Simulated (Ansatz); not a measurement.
Ansatz (a first-principles code) input for Si(F)(NHSiH3)2(Cl) (ClFH8N2Si3), SMILES F[Si](Cl)(N[SiH3])N[SiH3], PBE-D3(BJ)/def2-SVP. 

Ansatz 0.2 input:
```yaml
crystal:
  periodic: [false, false, false]
  atoms:
    - {symbol: F, position_ang: [0.44294873, -0.39953048, -1.69511207]}
    - {symbol: Si, position_ang: [0.05748479, -0.06583468, -0.15602195]}
    - {symbol: Cl, position_ang: [-0.70705640, 1.84786207, -0.18388850]}
    - {symbol: N, position_ang: [-1.18954135, -1.03674153, 0.47710765]}
    - {symbol: Si, position_ang: [-2.89040354, -0.64817061, 0.68776587]}
    - {symbol: N, position_ang: [1.54267573, -0.23801216, 0.66185539]}
    - {symbol: Si, position_ang: [3.13984657, -0.29182494, -0.06685312]}
    - {symbol: H, position_ang: [-0.92553934, -1.99115894, 0.70785655]}
    - {symbol: H, position_ang: [-3.55388749, -1.92702727, 1.07976291]}
    - {symbol: H, position_ang: [-3.50133558, -0.13541437, -0.57177611]}
    - {symbol: H, position_ang: [-3.10184859, 0.35945152, 1.76782858]}
    - {symbol: H, position_ang: [1.51369796, -0.20158232, 1.67620564]}
    - {symbol: H, position_ang: [4.11803420, -0.16393863, 1.05330220]}
    - {symbol: H, position_ang: [3.38194326, -1.58081526, -0.77911203]}
    - {symbol: H, position_ang: [3.33342543, 0.82750354, -1.03316753]}
basis:
  gaussian:
    orbitals: def2-SVP
hamiltonian:
  xc: pbe
  dispersion: d3bj
relax: {f_tol: 0.002, max_steps: 200}
```

Log of the run:

```
WARN ansatz: RAYON_NUM_THREADS=2 ignored (pool sized by the plan → 2); use --threads N
Functional definition: PBE
integrals: 0.12 GiB planned
1739 factors; their error is unknown
mean field: 0.59 GiB planned
mean field evaluation 1: about -41933.7618 eV, gradient 8.7e1 eV
mean field evaluation 2: about -41890.1133 eV, gradient 1.5e2 eV
mean field evaluation 4: about -41948.4766 eV, gradient 1.3e1 eV
mean field evaluation 8: about -41948.7968 eV, gradient 2.0e-1 eV
mean field evaluation 16: about -41948.6623 eV, gradient 3.4e-4 eV
mean field -41948.66232689 eV, -1541.5849066887 hartree, gradient 1.9e-5 eV, S^2 0.000000; 0 other end points of the search recorded, 0 dependent functions left out
the calculation of the forces begins
reference -41948.66237489 eV, -1541.5849084527 hartree; 45, 45 occupied and 109, 109 virtual orbitals, 1739 factors
relax step   1: F+E_penalty+E_count = -41949.10795832 eV  Δ(F+E_penalty+E_count) = +0.000e0 eV  max|allowed force component| = 5.361e-1 eV/Å  Δτ_max = 0.0000 Å  (29 SCF iters, accepted)
these checks for a lower state are left out or cut short: starts, cluster_reference, orbital_swaps, neighbouring_geometries, increment
integrals: 0.12 GiB planned
1739 factors; their error is unknown
mean field: 0.59 GiB planned
mean field -41948.68742554 eV, -1541.5858290469 hartree, gradient 2.2e-5 eV, S^2 0.000000; 0 other end points of the search recorded, 0 dependent functions left out
the calculation of the forces begins
reference -41948.68747368 eV, -1541.5858308161 hartree; 45, 45 occupied and 109, 109 virtual orbitals, 1739 factors
relax step   2: F+E_penalty+E_count = -41949.13041980 eV  Δ(F+E_penalty+E_count) = -2.246e-2 eV  max|allowed force component| = 2.907e-1 eV/Å  Δτ_max = 0.0194 Å  (31 SCF iters, accepted)
these checks for a lower state are left out or cut short: starts, cluster_reference, orbital_swaps, neighbouring_geometries, increment
integrals: 0.12 GiB planned
1739 factors; their error is unknown
mean field: 0.59 GiB planned
mean field evaluation 32: about -41948.6931 eV, gradient 2.3e-5 eV
mean field -41948.69311001 eV, -1541.5860379476 hartree, gradient 2.3e-5 eV, S^2 0.000000; 0 other end points of the search recorded, 0 dependent functions left out
the calculation of the forces begins
reference -41948.69315821 eV, -1541.5860397188 hartree; 45, 45 occupied and 109, 109 virtual orbitals, 1739 factors
relax step   3: F+E_penalty+E_count = -41949.13470630 eV  Δ(F+E_penalty+E_count) = -4.286e-3 eV  max|allowed force component| = 5.009e-2 eV/Å  Δτ_max = 0.0117 Å  (31 SCF iters, accepted)
these checks for a lower state are left out or cut short: starts, cluster_reference, orbital_swaps, neighbouring_geometries, increment
integrals: 0.12 GiB planned
1739 factors; their error is unknown
mean field: 0.59 GiB planned
mean field -41948.69328535 eV, -1541.5860443910 hartree, gradient 1.5e-5 eV, S^2 0.000000; 0 other end points of the search recorded, 0 dependent functions left out
the calculation of the forces begins
reference -41948.69333353 eV, -1541.5860461618 hartree; 45, 45 occupied and 109, 109 virtual orbitals, 1739 factors
relax step   4: F+E_penalty+E_count = -41949.13485125 eV  Δ(F+E_penalty+E_count) = -1.450e-4 eV  max|allowed force component| = 1.209e-2 eV/Å  Δτ_max = 0.0027 Å  (24 SCF iters, accepted)
these checks for a lower state are left out or cut short: starts, cluster_reference, orbital_swaps, neighbouring_geometries, increment
integrals: 0.12 GiB planned
1739 factors; their error is unknown
mean field: 0.59 GiB planned
mean field -41948.69322501 eV, -1541.5860421738 hartree, gradient 1.2e-5 eV, S^2 0.000000; 0 other end points of the search recorded, 0 dependent functions left out
the calculation of the forces begins
reference -41948.69327319 eV, -1541.5860439443 hartree; 45, 45 occupied and 109, 109 virtual orbitals, 1739 factors
relax step   5: F+E_penalty+E_count = -41949.13488164 eV  Δ(F+E_penalty+E_count) = -3.039e-5 eV  max|allowed force component| = 7.101e-3 eV/Å  Δτ_max = 0.0021 Å  (24 SCF iters, accepted)
these checks for a lower state are left out or cut short: starts, cluster_reference, orbital_swaps, neighbouring_geometries, increment
integrals: 0.12 GiB planned
1739 factors; their error is unknown
mean field: 0.59 GiB planned
mean field -41948.69312508 eV, -1541.5860385014 hartree, gradient 2.2e-5 eV, S^2 0.000000; 0 other end points of the search recorded, 0 dependent functions left out
the calculation of the forces begins
reference -41948.69317325 eV, -1541.5860402714 hartree; 45, 45 occupied and 109, 109 virtual orbitals, 1739 factors
relax step   6: F+E_penalty+E_count = -41949.13490555 eV  Δ(F+E_penalty+E_count) = -2.391e-5 eV  max|allowed force component| = 8.302e-3 eV/Å  Δτ_max = 0.0048 Å  (23 SCF iters, accepted)
these checks for a lower state are left out or cut short: starts, cluster_reference, orbital_swaps, neighbouring_geometries, increment
integrals: 0.12 GiB planned
1739 factors; their error is unknown
mean field: 0.59 GiB planned
mean field -41948.69304065 eV, -1541.5860353987 hartree, gradient 1.8e-5 eV, S^2 0.000000; 0 other end points of the search recorded, 0 dependent functions left out
the calculation of the forces begins
reference -41948.69308881 eV, -1541.5860371682 hartree; 45, 45 occupied and 109, 109 virtual orbitals, 1739 factors
relax step   7: F+E_penalty+E_count = -41949.13492272 eV  Δ(F+E_penalty+E_count) = -1.717e-5 eV  max|allowed force component| = 6.846e-3 eV/Å  Δτ_max = 0.0066 Å  (23 SCF iters, accepted)
these checks for a lower state are left out or cut short: starts, cluster_reference, orbital_swaps, neighbouring_geometries, increment
integrals: 0.12 GiB planned
1739 factors; their error is unknown
mean field: 0.59 GiB planned
mean field -41948.69302689 eV, -1541.5860348930 hartree, gradient 1.3e-5 eV, S^2 0.000000; 0 other end points of the search recorded, 0 dependent functions left out
the calculation of the forces begins
reference -41948.69307504 eV, -1541.5860366623 hartree; 45, 45 occupied and 109, 109 virtual orbitals, 1739 factors
relax step   8: F+E_penalty+E_count = -41949.13493484 eV  Δ(F+E_penalty+E_count) = -1.212e-5 eV  max|allowed force component| = 3.250e-3 eV/Å  Δτ_max = 0.0059 Å  (23 SCF iters, accepted)
these checks for a lower state are left out or cut short: starts, cluster_reference, orbital_swaps, neighbouring_geometries, increment
integrals: 0.12 GiB planned
1739 factors; their error is unknown
mean field: 0.59 GiB planned
mean field evaluation 64: about -41948.8250 eV, gradient 2.3e-1 eV
mean field -41948.69306761 eV, -1541.5860363892 hartree, gradient 1.7e-5 eV, S^2 0.000000; 0 other end points of the search recorded, 0 dependent functions left out
the calculation of the forces begins
reference -41948.69311575 eV, -1541.5860381584 hartree; 45, 45 occupied and 109, 109 virtual orbitals, 1739 factors
relax step   9: F+E_penalty+E_count = -41949.13494231 eV  Δ(F+E_penalty+E_count) = -7.464e-6 eV  max|allowed force component| = 3.661e-3 eV/Å  Δτ_max = 0.0050 Å  (23 SCF iters, accepted)
these checks for a lower state are left out or cut short: starts, cluster_reference, orbital_swaps, neighbouring_geometries, increment
integrals: 0.12 GiB planned
1739 factors; their error is unknown
mean field: 0.59 GiB planned
mean field -41948.69310162 eV, -1541.5860376389 hartree, gradient 1.4e-5 eV, S^2 0.000000; 0 other end points of the search recorded, 0 dependent functions left out
the calculation of the forces begins
reference -41948.69314976 eV, -1541.5860394081 hartree; 45, 45 occupied and 109, 109 virtual orbitals, 1739 factors
relax step  10: F+E_penalty+E_count = -41949.13494583 eV  Δ(F+E_penalty+E_count) = -3.523e-6 eV  max|allowed force component| = 3.073e-3 eV/Å  Δτ_max = 0.0043 Å  (23 SCF iters, accepted)
these checks for a lower state are left out or cut short: starts, cluster_reference, orbital_swaps, neighbouring_geometries, increment
integrals: 0.12 GiB planned
1739 factors; their error is unknown
mean field: 0.59 GiB planned
mean field -41948.69312677 eV, -1541.5860385634 hartree, gradient 2.3e-5 eV, S^2 0.000000; 0 other end points of the search recorded, 0 dependent functions left out
the calculation of the forces begins
reference -41948.69317491 eV, -1541.5860403326 hartree; 45, 45 occupied and 109, 109 virtual orbitals, 1739 factors
relax step  11: F+E_penalty+E_count = -41949.13494827 eV  Δ(F+E_penalty+E_count) = -2.440e-6 eV  max|allowed force component| = 2.436e-3 eV/Å  Δτ_max = 0.0035 Å  (22 SCF iters, accepted)
these checks for a lower state are left out or cut short: starts, cluster_reference, orbital_swaps, neighbouring_geometries, increment
integrals: 0.12 GiB planned
1739 factors; their error is unknown
mean field: 0.59 GiB planned
mean field -41948.69313372 eV, -1541.5860388189 hartree, gradient 1.1e-5 eV, S^2 0.000000; 0 other end points of the search recorded, 0 dependent functions left out
the calculation of the forces begins
reference -41948.69318186 eV, -1541.5860405880 hartree; 45, 45 occupied and 109, 109 virtual orbitals, 1739 factors
relax step  12: F+E_penalty+E_count = -41949.13494988 eV  Δ(F+E_penalty+E_count) = -1.613e-6 eV  max|allowed force component| = 2.096e-3 eV/Å  Δτ_max = 0.0016 Å  (22 SCF iters, accepted)
these checks for a lower state are left out or cut short: starts, cluster_reference, orbital_swaps, neighbouring_geometries, increment
integrals: 0.12 GiB planned
1739 factors; their error is unknown
mean field: 0.59 GiB planned
mean field -41948.69313006 eV, -1541.5860386842 hartree, gradient 1.6e-5 eV, S^2 0.000000; 0 other end points of the search recorded, 0 dependent functions left out
the calculation of the forces begins
reference -41948.69317820 eV, -1541.5860404533 hartree; 45, 45 occupied and 109, 109 virtual orbitals, 1739 factors
relax step  13: F+E_penalty+E_count = -41949.13495096 eV  Δ(F+E_penalty+E_count) = -1.072e-6 eV  max|allowed force component| = 1.401e-3 eV/Å  Δτ_max = 0.0019 Å  (22 SCF iters, accepted)
integrals: 0.12 GiB planned
1739 factors; their error is unknown
mean field: 0.59 GiB planned
mean field evaluation 96: about -41933.9242 eV, gradient 8.7e1 eV
mean field -41948.69313006 eV, -1541.5860386842 hartree, gradient 1.5e-5 eV, S^2 0.000000; 1 other end points of the search recorded, 0 dependent functions left out
the calculation of the forces begins
reference -41948.69317820 eV, -1541.5860404533 hartree; 45, 45 occupied and 109, 109 virtual orbitals, 1739 factors
Total energy: -41949.13499910 eV, -1541.6022770719 hartree
Atom 0 at     0.456255    -0.407857    -1.708646 Å, force    -0.000916     0.000113     0.001224 eV/Å
Atom 1 at     0.058437    -0.067603    -0.156695 Å, force     0.001280    -0.000838    -0.001401 eV/Å
Atom 2 at    -0.717316     1.858770    -0.187610 Å, force    -0.000303     0.000740     0.000031 eV/Å
Atom 3 at    -1.198365    -1.043964     0.485242 Å, force    -0.000326    -0.000419    -0.000652 eV/Å
Atom 4 at    -2.911091    -0.646662     0.688598 Å, force    -0.000015     0.000226    -0.000263 eV/Å
Atom 5 at     1.553222    -0.248678     0.670816 Å, force     0.000112     0.000296     0.001156 eV/Å
Atom 6 at     3.158460    -0.289147    -0.071693 Å, force    -0.000343    -0.000162     0.000157 eV/Å
Atom 7 at    -0.933614    -2.006341     0.718667 Å, force     0.000324    -0.000144     0.000193 eV/Å
Atom 8 at    -3.577275    -1.930279     1.100485 Å, force    -0.000069    -0.000086     0.000119 eV/Å
Atom 9 at    -3.528310    -0.149427    -0.586870 Å, force    -0.000042     0.000174     0.000153 eV/Å
Atom 10 at    -3.126708     0.382766     1.762037 Å, force    -0.000143    -0.000096    -0.000017 eV/Å
Atom 11 at     1.526830    -0.195790     1.692799 Å, force     0.000108     0.000117    -0.000209 eV/Å
Atom 12 at     4.145580    -0.184625     1.057087 Å, force     0.000036     0.000151    -0.000042 eV/Å
Atom 13 at     3.397248    -1.573131    -0.815591 Å, force    -0.000061     0.000064    -0.000307 eV/Å
Atom 14 at     3.357093     0.856734    -1.022872 Å, force     0.000358    -0.000136    -0.000142 eV/Å
Dipole moment:     0.081270    -0.323041     0.472667 e Å
```

The run converged.
